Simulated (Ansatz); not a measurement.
Start from `BCBN` and change one atom or group to get `BCBCl`.

Ansatz, PBE0-D4/def2-TZVP geometries, multiplicity 1. Each molecule was computed in one conformer, which needn't be the lowest.

```json
{"property": "LUMO energy (ωB97M-V/def2-TZVPP) / eV", "`BCBN`": "0.71"}
{"property": "zero-point energy (PBE0-D4/def2-TZVP) / kJ/mol", "`BCBN`": "231.3"}
{"property": "HOMO energy (PBE0/def2-TZVPP) / eV", "`BCBN`": "-8.35"}
{"property": "HOMO energy (B3LYP/def2-TZVPP) / eV", "`BCBN`": "-8.12"}
{"property": "size of the dipole moment (ωB97M-V/def2-TZVPP) / D", "`BCBN`": "2.09"}
{"property": "HOMO–LUMO gap (ωB97M-V/def2-TZVPP) / eV", "`BCBN`": "11.39"}
```

Problem. What does the change do to each property? (Estimate.)

Solution. Computed: 
| property | `BCBCl` | shift |
| --- | --- | --- |
| LUMO energy (ωB97M-V/def2-TZVPP) / eV | 0.02 | -0.69 |
| zero-point energy (PBE0-D4/def2-TZVP) / kJ/mol | 160.7 | -70.6 |
| HOMO energy (PBE0/def2-TZVPP) / eV | -8.51 | -0.16 |
| HOMO energy (B3LYP/def2-TZVPP) / eV | -8.28 | -0.16 |
| size of the dipole moment (ωB97M-V/def2-TZVPP) / D | 1.22 | -0.87 |
| HOMO–LUMO gap (ωB97M-V/def2-TZVPP) / eV | 10.80 | -0.59 |

With PBE0 the HOMO falls by 0.16 eV and the LUMO falls by 0.73 eV, so the gap narrows by about 0.57 eV. PBE moves the HOMO by -0.14 eV and ωB97M-V by -0.10 eV. The zero-point energy changes by -70.6 kJ/mol with -6 modes. Dipoles are sizes alone; their direction can turn.

B3LYP here is the variant with VWN-RPA as its local correlation; programs differ in this.
